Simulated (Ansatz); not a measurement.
A set of 12 reactions (ligand exchange), with CCSD(T)/CBS values in kJ/mol:

| reaction | ΔE |
| --- | --- |
| `BB` + `C1N[SiH2]1` → `BN1C[SiH2]1` + BH₃ | -143.4 |
| `N[SiH2]N[SiH](N)F` + HCl → `N[SiH2]N[SiH](N)Cl` + H–F | 43.0 |
| `O[SiH2]O[Si](F)(Cl)Cl` + HI → `F[Si](Cl)(Cl)I` + `O[SiH2]O` | 55.0 |
| `[OH][AlH][Cl]` + `[SiH3]N[SiH3]` → `[SiH3][N]([SiH3])[AlH][Cl]` + H₂O | 30.5 |
| `C[SiH2][SiH2]C=N` + `CBS` → `CBS[SiH2]C` + `N=C[SiH3]` | -51.3 |
| `C=C[SiH2]C=N` + H₂Se → `N=C[SiH2][SeH]` + `C=C` | -65.2 |
| `[NH2][Ge]([NH2])([OH])[F]` + H–F → `[NH2][Ge]([NH2])([F])[F]` + H₂O | -27.9 |
| `C[CH2][SnH2][SiH3]` + `[OH][AlH2]` → `[AlH2][O][SnH2][SiH3]` + `CC` | -54.3 |
| `N[SiH](F)CCl` + PH₃ → `N[SiH](F)P` + `CCl` | -24.6 |
| `OP([SiH3])[SiH3]` + `N=[C]1[CH2][GeH2]1` → `[SiH3]/N=[C]1/[CH2][GeH2]1` + `OP[SiH3]` | -33.0 |
| `F[BH][GeH2][SH]` + H₂S → `[SH][GeH2][SH]` + `BF` | -61.2 |
| `C[SiH2][SiH2]C=N` + H₂Se → `C[SiH2][SiH2][SeH]` + `C=N` | -73.7 |

Calculated with Ansatz (gas phase, PBE0-D4/def2-TZVP geometries, no zero-point term in ΔE). CBS: MP2 limit from def2 TZ/QZ plus the TZ coupled-cluster correction, frozen cores. This one scheme is used for every species. Functionals use def2-TZVPP. B3LYP here is the variant with VWN-RPA as its local correlation; programs differ in this. def2 core potentials past Kr. For Ge, I, Se, Sn outer-core shells are correlated without core-valence functions, which leaves a few kJ/mol of doubt a bond. Scalar relativity is left out up to krypton. One conformer a species, not always the lowest.

Q: Give the mean, mean absolute and largest difference (level minus CCSD(T)/CBS, kJ/mol) for: PBE-D4, r2SCAN-D4, PBE0-D4, B3LYP-D4, ωB97X-V, ωB97M-V, B2PLYP, PBE, r2SCAN, B3LYP, CCSD/def2-TZVPP, CCSD(T)/def2-TZVPP, MP2/def2-QZVPP, SCS-MP2/def2-QZVPP. (Best estimate.)

A: Computed: 
```json
{"level": "PBE-D4", "mean": "1.7", "mean absolute": "6.9", "largest": "-14.9"}
{"level": "r2SCAN-D4", "mean": "1.1", "mean absolute": "3.5", "largest": "9.9"}
{"level": "PBE0-D4", "mean": "0.9", "mean absolute": "4.5", "largest": "9.4"}
{"level": "B3LYP-D4", "mean": "1.1", "mean absolute": "3.6", "largest": "6.7"}
{"level": "ωB97X-V", "mean": "2.1", "mean absolute": "3.9", "largest": "7.3"}
{"level": "ωB97M-V", "mean": "1.4", "mean absolute": "2.6", "largest": "5.3"}
{"level": "B2PLYP", "mean": "0.6", "mean absolute": "4.6", "largest": "14.2"}
{"level": "PBE", "mean": "2.4", "mean absolute": "7.6", "largest": "16.4"}
{"level": "r2SCAN", "mean": "1.1", "mean absolute": "3.9", "largest": "10.7"}
{"level": "B3LYP", "mean": "2.4", "mean absolute": "6.2", "largest": "21.6"}
{"level": "CCSD/def2-TZVPP", "mean": "3.1", "mean absolute": "3.9", "largest": "14.4"}
{"level": "CCSD(T)/def2-TZVPP", "mean": "2.4", "mean absolute": "3.1", "largest": "10.4"}
{"level": "MP2/def2-QZVPP", "mean": "-3.9", "mean absolute": "4.6", "largest": "-10.0"}
{"level": "SCS-MP2/def2-QZVPP", "mean": "-2.5", "mean absolute": "4.2", "largest": "-9.4"}
```

The largest T1 diagnostic in the set is 0.014, for `[AlH2][O][SnH2][SiH3]` (customary mark 0.02).

CCSD(T)/CBS is a level of theory with its own doubt, and the functionals carry their triple-zeta basis error, so these figures describe this set and don't rank the functionals.
